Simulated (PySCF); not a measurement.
H5PSi.

```xyz
7

Si    -1.0967    -0.0069     0.0000
P      1.1674     0.1185     0.0000
H     -1.5925     0.6959     1.2062
H     -1.5925     0.6959    -1.2062
H     -1.6210    -1.3928     0.0000
H      1.3238    -0.8394     1.0358
H      1.3238    -0.8394    -1.0358
```

Geometry: B3LYP-D3(BJ)/def2-TZVP.

These are PBE0/pcSseg-2 (PySCF) values and carry that method's errors. Non-relativistic, no solvent.

Computed absolute GIAO shielding of each atom: isotropic value and principal components (ppm):
```
atom  σ(iso)    σ11    σ22    σ33   span
----  ------  -----  -----  -----  -----
Si1    421.9  395.4  418.2  452.2   56.8
P2     604.2  549.5  575.8  687.3  137.9
H3      27.4   24.4   25.3   32.5    8.1
H4      27.4   24.4   25.3   32.5    8.1
H5      27.1   23.6   25.2   32.6    9.0
H6      29.7   25.1   26.7   37.5   12.4
H7      29.7   25.1   26.7   37.5   12.4
```
